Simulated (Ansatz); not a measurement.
C3H8F2Si2 (SMILES C[SiH2]/C=C/[SiH](F)F), singlet, geometry from GFN2-xTB, atoms displaced at random by about 0.03 Å a coordinate; PBE0/STO-3G, gradient run with Ansatz (a program for electronic structure).

Ansatz was given this input:
Ansatz 0.2 input:
```yaml
crystal:
  periodic: [false, false, false]
  atoms:
    - {symbol: Si, position_ang: [2.01283472, -0.49731309, 0.18497163]}
    - {symbol: F, position_ang: [2.31178872, -1.97954011, -0.52941738]}
    - {symbol: F, position_ang: [2.37579483, 0.47601058, -1.00629957]}
    - {symbol: C, position_ang: [0.20292300, -0.34316868, 0.58624182]}
    - {symbol: C, position_ang: [-0.55185063, 0.60582374, 0.20217574]}
    - {symbol: Si, position_ang: [-2.43347202, 0.82432279, 0.67447045]}
    - {symbol: C, position_ang: [-3.41550448, 0.85882208, -0.96305265]}
    - {symbol: H, position_ang: [2.97127283, -0.36077911, 1.18950155]}
    - {symbol: H, position_ang: [-0.24907635, -1.17218446, 1.17788681]}
    - {symbol: H, position_ang: [-0.20903027, 1.40839158, -0.33640648]}
    - {symbol: H, position_ang: [-2.64566375, 1.95204176, 1.46138232]}
    - {symbol: H, position_ang: [-2.79310642, -0.38173860, 1.49766780]}
    - {symbol: H, position_ang: [-3.21249256, -0.07886126, -1.53619353]}
    - {symbol: H, position_ang: [-4.47541860, 0.84627289, -0.78312089]}
    - {symbol: H, position_ang: [-3.06208348, 1.60298979, -1.58124965]}
basis:
  gaussian:
    orbitals: STO-3G
hamiltonian:
  xc: pbe0
output: {forces: true}
```

Q: Predict the main parts of the log of this Ansatz run.

A: 
```
Functional definition: PBE0
653 factors; integrals over basis functions are off by at most 3.6e-5 eV
mean field evaluation 1: about -24113.4028 eV, gradient 2.7e1 eV
mean field evaluation 2: about -24114.1797 eV, gradient 2.5e1 eV
mean field evaluation 4: about -24116.2402 eV, gradient 1.6e0 eV
mean field evaluation 8: about -24116.2023 eV, gradient 6.5e-2 eV
mean field -24116.20233603 eV, -886.2540892999 hartree, gradient 1.5e-5 eV, S^2 0.000000; 0 other end points of the search recorded, 0 dependent functions left out
the calculation of the forces begins
reference -24116.20235650 eV, -886.2540900524 hartree; 36, 36 occupied and 15, 15 virtual orbitals, 653 factors
Total energy: -24116.20235650 eV, -886.2540900524 hartree
Atom 0 at     2.012835    -0.497313     0.184972 Å, force    -0.778988    -2.869442    -1.135989 eV/Å
Atom 1 at     2.311789    -1.979540    -0.529417 Å, force    -0.359169     0.655769     0.671850 eV/Å
Atom 2 at     2.375795     0.476011    -1.006300 Å, force     0.413730     1.808502    -1.526606 eV/Å
Atom 3 at     0.202923    -0.343169     0.586242 Å, force     2.505100    -4.237104     2.118908 eV/Å
Atom 4 at    -0.551851     0.605824     0.202176 Å, force    -6.017980     1.838275     1.133744 eV/Å
Atom 5 at    -2.433472     0.824323     0.674470 Å, force     1.185434    -3.259530    -1.390067 eV/Å
Atom 6 at    -3.415504     0.858822    -0.963053 Å, force     0.727057    -3.837807     1.963125 eV/Å
Atom 7 at     2.971273    -0.360779     1.189502 Å, force     0.736940     0.333195     1.564677 eV/Å
Atom 8 at    -0.249076    -1.172184     1.177887 Å, force     0.390420     0.446892    -0.244316 eV/Å
Atom 9 at    -0.209030     1.408392    -0.336406 Å, force     1.595419     2.632635    -2.013463 eV/Å
Atom 10 at    -2.645664     1.952042     1.461382 Å, force    -0.163228     1.404806     0.723320 eV/Å
Atom 11 at    -2.793106    -0.381739     1.497668 Å, force     0.183439     1.129838    -0.794691 eV/Å
Atom 12 at    -3.212493    -0.078861    -1.536194 Å, force    -0.041486     0.544807     0.701010 eV/Å
Atom 13 at    -4.475419     0.846273    -0.783121 Å, force    -0.773598     0.678035    -0.090487 eV/Å
Atom 14 at    -3.062083     1.602990    -1.581250 Å, force     0.396911     2.731129    -1.681014 eV/Å
Dipole moment:    -0.198138     0.173794     0.229079 e Å
```
